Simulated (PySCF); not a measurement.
Compound: GeH6N2.
Atom-mapped SMILES: `[NH2:1][GeH2:2][NH2:3]` (hydrogens: H4, H5 on N1; H6, H7 on Ge2; H8, H9 on N3)

Method: PySCF, PBE0-D3(BJ)/def2-SVP geometry optimisation, gas phase.

Task: What internal coordinates does the optimisation give?

Result: 
| bond | length (pm) |
| --- | --- |
| N1–Ge2 | 183.0 |
| Ge2–N3 | 184.0 |
| N1–H4 and 3 like bonds | 101.7 |
| Ge2–H6, Ge2–H7 | 154.3 |

Bonds in one row agree within 1 pm and their mean is given. A selection of angles:
| angle | degrees |
| --- | --- |
| Ge2–N1–H4 | 114.3 |
| Ge2–N1–H5 | 114.6 |
| H4–N1–H5 | 108.6 |
| N1–Ge2–N3 | 111.6 |
| N1–Ge2–H6 | 109.7 |
| N1–Ge2–H7 | 104.9 |
| N3–Ge2–H7 | 114.8 |
| H6–Ge2–H7 | 111.2 |

Ge2 (germanium bonded to 2 N and 2 H) is distorted tetrahedral (angles from 104.7° to 114.8°). N1 (nitrogen bonded to Ge and 2 H) is pyramidal (angles 114.6°, 114.3° and 108.6°, sum 337.5°, 0.33 Å off the plane of its three neighbours).

Whether it is a minimum is left open (no frequencies). One conformer, not necessarily the lowest (H–N1–Ge2–N3 -42° and 84°, N1–Ge2–N3–H 156° and -76°).

On Arm Neoverse V1, one thread, no GPU, shared host with 32 logical CPUs at a one-minute load of 10, this took 25 s of wall time and 0.38 GiB of memory at its peak. These figures are those of the optimisation.
